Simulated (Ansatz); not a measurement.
C₆H₁₀BClO₂, SMILES `CC1=CC(C)=[O+][B-](C)(Cl)O1` at its PBE0-D4/def2-TZVP geometry, where that method's forces vanish. Charge 0, multiplicity 1.

```xyz
20

C    -0.1950   -2.7084   -0.8371
C    -0.0551   -1.2828   -0.4509
C    -0.5397   -0.2427   -1.2322
C    -0.5353    1.0384   -0.6978
C    -1.2070    2.1849   -1.3577
O     0.0285    1.3008    0.4212
B     0.9779    0.3146    1.0566
C     1.0176    0.4896    2.6232
Cl    2.6322    0.5676    0.2205
O     0.5189   -1.0710    0.6737
H     0.8027   -3.1152   -1.0256
H    -0.8105   -2.8334   -1.7256
H    -0.6193   -3.2726   -0.0042
H    -1.0290   -0.4440   -2.1724
H    -1.7841    1.8763   -2.2270
H    -0.4421    2.9036   -1.6656
H    -1.8534    2.6926   -0.6391
H     1.7089   -0.2239    3.0771
H     0.0297    0.3328    3.0686
H     1.3539    1.4928    2.8944
```

**Question.** What forces (eV/Å) does ωB97M-V/def2-TZVPP give on these atoms in the Gaussian-basis code of Ansatz? (Best estimate.)

**Answer.** Ansatz gave: 
```
C1   0.004 -0.269 -0.050
C2  -0.040  0.106 -0.072
C3  -0.058 -0.027 -0.144
C4   0.012 -0.124 -0.050
C5  -0.101  0.232 -0.103
O6  -0.050  0.122  0.085
B7   0.083  0.035  0.162
C8  -0.004  0.009  0.098
Cl9  0.092  0.012 -0.069
O10 -0.001 -0.112  0.110
H11 -0.082  0.048  0.014
H12  0.043  0.015  0.066
H13  0.027  0.060 -0.063
H14  0.036  0.014  0.062
H15  0.043  0.017  0.065
H16 -0.056 -0.073  0.027
H17  0.051 -0.055 -0.051
H18 -0.038  0.040 -0.033
H19  0.057  0.008 -0.032
H20 -0.018 -0.057 -0.022
```
